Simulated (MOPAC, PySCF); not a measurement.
CH$_{5}$NSi, SMILES `[H]/N=[SiH]\C`, neutral singlet in the gas phase. 

Cartesian coordinates (Å):
SMILES: C/[SiH]=N\[H]
```xyz
8

C     -1.0543    -0.1420     0.1055
Si     0.6214     0.4850    -0.4124
N      1.9611    -0.2639    -0.8603
H     -1.3011     0.2274     1.1057
H     -1.0966    -1.2317     0.1117
H     -1.8234     0.2373    -0.5746
H      0.6844     1.9636    -0.3930
H      2.0084    -1.2757    -0.9026
```
Charge 0, spin multiplicity 1.

All levels are single points at this geometry (r2SCAN-D4/def2-TZVP); Pople sets use spherical d functions. Orbital energies aren't observables, and empty levels follow the basis.

| level | HOMO (eV) | LUMO (eV) | gap (eV) | dipole (D) | vertical IE, Delta-SCF (eV) |
|---|---|---|---|---|---|
| r2SCAN-D4/def2-TZVP in PySCF | -6.16 | -1.66 | 4.51 | 3.44 | 9.29 |
| B3LYP/6-311+G** in PySCF | -7.06 | -1.30 | 5.76 | 3.65 | – |
| BP86/6-31G* in PySCF | -5.74 | -1.64 | 4.10 | 3.19 | – |
| M06-2X/6-31G* in PySCF | -8.40 | 0.18 | 8.58 | 3.44 | – |
| PBE/6-31G* in PySCF | -5.63 | -1.56 | 4.08 | 3.17 | 9.23 |
| SVWN5/6-31G* in PySCF | -5.71 | -1.71 | 4.00 | 3.25 | 9.42 |
| HF/3-21G in PySCF | -9.76 | 2.90 | 12.66 | 3.65 | – |
| HF/STO-3G in PySCF | -6.78 | 7.53 | 14.31 | 2.67 | – |
| PM6 in MOPAC | -9.58 | -0.44 | 9.15 | 3.57 | – |
